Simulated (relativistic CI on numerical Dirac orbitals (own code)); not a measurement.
## Ligand-field terms of d6

Computed with a parametric ligand-field model of a d^n configuration (Racah B and C, spin-orbit zeta, crystal field), exact diagonalisation.

Field parameters in Wybourne normalisation: D4h B²₀ = −7Ds, B⁴₀ = 21(Dq − Dt), B⁴₄ = 21√(5/14) Dq; Oh B⁴₀ = 21Dq, B⁴₄ = √(5/14) B⁴₀. The field is a parameter set, without covalency.

Problem. Ground term and bands for B = 510, C = 1980, ζ = 0 cm⁻¹, Oh, 10Dq = 4700 cm⁻¹?

Solution. Ground term 5T2 with 2.00 electrons in the two orbitals of the cubic e set. Spin-allowed: 5E 4700 cm⁻¹ (2128 nm). Lowest spin-forbidden: 3T1 6507 cm⁻¹ (1537 nm), 1A1 7152 cm⁻¹ (1398 nm), 3T2 8426 cm⁻¹ (1187 nm).

Problem. Ground term and bands for B = 880, C = 3540, ζ = 0 cm⁻¹, Oh, 10Dq = 29950 cm⁻¹?

Solution. Ground term 1A1 with 0.04 electrons in the two orbitals of the cubic e set. Spin-allowed: 1T1 27605 cm⁻¹ (362 nm), 1T2 39323 cm⁻¹ (254 nm), 1T2 56859 cm⁻¹ (176 nm), 1E 57105 cm⁻¹ (175 nm). Lowest spin-forbidden: 3T1 19985 cm⁻¹ (500 nm), 3T2 25786 cm⁻¹ (388 nm), 5T2 28996 cm⁻¹ (345 nm).

Problem. A d6 ion in Oh symmetry has the ground term 1A1 and bands at 3T1 11088 cm⁻¹ (902 nm), 3T2 13438 cm⁻¹ (744 nm), 1T1 14502 cm⁻¹ (690 nm), 5T2 17350 cm⁻¹ (576 nm), 1T2 19252 cm⁻¹ (519 nm), 1T2 29607 cm⁻¹ (338 nm), 1E 29926 cm⁻¹ (334 nm). Which parameters reproduce them?

Solution. B = 340, C = 1620, ζ = 0 cm⁻¹, Oh, 10Dq = 15650 cm⁻¹.

Problem. Ground term and bands for B = 850, C = 3010, ζ = 0 cm⁻¹, D4h, 10Dq = 23400, Ds = 1260, Dt = 360 cm⁻¹?

Solution. Ground term 1A1 with 0.05 electrons in the two orbitals of the cubic e set. Spin-allowed: 1E 17902 cm⁻¹ (559 nm), 1A2 21540 cm⁻¹ (464 nm), 1B2 25992 cm⁻¹ (385 nm), 1E 32251 cm⁻¹ (310 nm). Lowest spin-forbidden: 3E 10896 cm⁻¹ (918 nm), 3B2 13815 cm⁻¹ (724 nm), 3A2 14986 cm⁻¹ (667 nm).

Problem. Ground term and bands for B = 820, C = 3380, ζ = 0 cm⁻¹, Oh, 10Dq = 31850 cm⁻¹?

Solution. Ground term 1A1 with 0.03 electrons in the two orbitals of the cubic e set. Spin-allowed: 1T1 29534 cm⁻¹ (339 nm), 1T2 40728 cm⁻¹ (246 nm), 1T2 60563 cm⁻¹ (165 nm), 1E 60918 cm⁻¹ (164 nm). Lowest spin-forbidden: 3T1 22308 cm⁻¹ (448 nm), 3T2 27855 cm⁻¹ (359 nm), 5T2 34166 cm⁻¹ (293 nm).
